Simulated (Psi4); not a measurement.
GaO (SMILES [O]=[Ga]), doublet, geometry from GFN2-xTB (such geometries of metal compounds can be far from the true shape); BLYP/def2-SVP (Psi4 1.11).

Here is a job for Psi4.
```
memory 2 GB

molecule {
0 2
  Ga   -0.00000000   -0.00000000   -0.33770072
  O     0.00000000    0.00000000    1.30859028
}

set basis def2-svp
set reference uks
set basis_guess sto-3g

energy('blyp')
print_variables()
```

Output, abridged:

```
  //>>>>>>>>>>>>>>>>>>>>>>>>>>>>>>>>>>>//
  //      Guess SCF, STO-3G Basis      //
  //<<<<<<<<<<<<<<<<<<<<<<<<<<<<<<<<<<<//

   => Loading Basis Set <=

    Name: STO-3G
    Role: ORBITAL
    Keyword: BASIS

         ---------------------------------------------------------
                           SCF Castup computation
         ---------------------------------------------------------
                                   SCF
               by Justin Turney, Rob Parrish, Andy Simmonett
                          and Daniel G. A. Smith
                              UKS Reference
         ---------------------------------------------------------

  ==> Geometry <==

    Molecular point group: c2v
    Full point group: C_inf_v

    Geometry (in Angstrom), charge = 0, multiplicity = 2:

       Center              X                  Y                   Z               Mass
    ------------   -----------------  -----------------  -----------------  -----------------
         GA           0.000000000000     0.000000000000    -0.310081637153    68.925573500000
         O            0.000000000000     0.000000000000     1.336209362847    15.994914619570

  Running in c2v symmetry.

  Rotational constants: A = ************  B =      0.47911  C =      0.47911 [cm^-1]
  Rotational constants: A = ************  B =  14363.29759  C =  14363.29759 [MHz]
  Nuclear repulsion =   79.716130529875969

  Charge       = 0
  Multiplicity = 2
  Electrons    = 39
  Nalpha       = 20
  Nbeta        = 19

  ==> Algorithm <==

  SCF Algorithm Type is DF.
  DIIS enabled.
  MOM disabled.
  Fractional occupation disabled.
  Guess Type is SAD.
  Energy threshold   = 1.00e-06
  Density threshold  = 1.00e-06
  Integral threshold = 1.00e-12

  ==> Primary Basis <==

  Basis Set: STO-3G
    Blend: STO-3G
    Number of shells: 11
    Number of basis functions: 23
    Number of Cartesian functions: 24
    Spherical Harmonics?: true
    Max angular momentum: 2

  ==> DFT Potential <==

   => LibXC <=

    Version 7.1.2
    S. Lehtola, C. Steigemann, M. J. T. Oliveira, and M. A. L. Marques,  SoftwareX 7, 1–5 (2018) (10.1016/j.softx.2017.11.002)

   => Composite Functional: BLYP <=

    BLYP GGA Exchange-Correlation Functional

    P.J. Stephens et. al., J. Phys. Chem., 98, 11623-11627, 1994
    B. Miehlich et. al., Chem. Phys. Lett., 157(3), 200-206 1989

    Deriv               =              1
    GGA                 =           TRUE
    Meta                =          FALSE

[...]
   @DF-UKS iter  89: -1976.29290125848411    3.85410e-03   1.39978e-02 ADIIS/DIIS
   @DF-UKS iter  90: -1976.29374347046064   -8.42212e-04   1.36776e-02 ADIIS/DIIS
   @DF-UKS iter  91: -1976.32221118079292   -2.84677e-02   1.23808e-02 ADIIS/DIIS
   @DF-UKS iter  92: -1976.34594911444538   -2.37379e-02   8.39617e-03 ADIIS/DIIS
   @DF-UKS iter  93: -1976.36322107040905   -1.72720e-02   3.04103e-03 ADIIS/DIIS
   @DF-UKS iter  94: -1976.36216337733072    1.05769e-03   4.56122e-03 ADIIS/DIIS
   @DF-UKS iter  95: -1976.36474095082099   -2.57757e-03   2.85058e-03 ADIIS/DIIS
   @DF-UKS iter  96: -1976.36406423005633    6.76721e-04   3.15212e-03 ADIIS/DIIS
   @DF-UKS iter  97: -1976.29711972159748    6.69445e-02   1.30350e-02 ADIIS/DIIS
   @DF-UKS iter  98: -1976.30045982455545   -3.34010e-03   1.29744e-02 ADIIS/DIIS
   @DF-UKS iter  99: -1976.29708653122998    3.37329e-03   1.32643e-02 ADIIS/DIIS
   @DF-UKS iter 100: -1976.30001642293678   -2.92989e-03   1.31293e-02 ADIIS/DIIS

PsiException: Could not converge SCF iterations in 100 iterations.

  Failed to converge.

Traceback (most recent call last):
  File "psi4", line 375, in <module>
  File "<string>", line 24, in <module>
  File "site-packages/psi4/driver/driver.py", line 533, in energy
  File "site-packages/psi4/driver/procrouting/proc.py", line 2760, in run_scf
  File "site-packages/psi4/driver/procrouting/proc.py", line 1917, in scf_helper
  File "site-packages/psi4/driver/procrouting/scf_proc/scf_iterator.py", line 93, in scf_compute_energy
  File "site-packages/psi4/driver/procrouting/scf_proc/scf_iterator.py", line 86, in scf_compute_energy
  File "site-packages/psi4/driver/procrouting/scf_proc/scf_iterator.py", line 609, in scf_iterate

psi4.driver.p4util.exceptions.SCFConvergenceError: Could not converge SCF iterations in 100 iterations.

Printing out the relevant lines from the Psithon --> Python processed input file:
    """)
    core.IO.set_default_namespace("")
    core.set_global_option("BASIS", "def2-svp")
    core.set_global_option("REFERENCE", "uks")
    core.set_global_option("BASIS_GUESS", "sto-3g")
--> energy('blyp')
    print_variables()

!-------------------------------------------------------!
!                                                       !
!  Could not converge SCF iterations in 100 iterations. !
!                                                       !
!-------------------------------------------------------!
```

The run did not converge; its last values are not results.
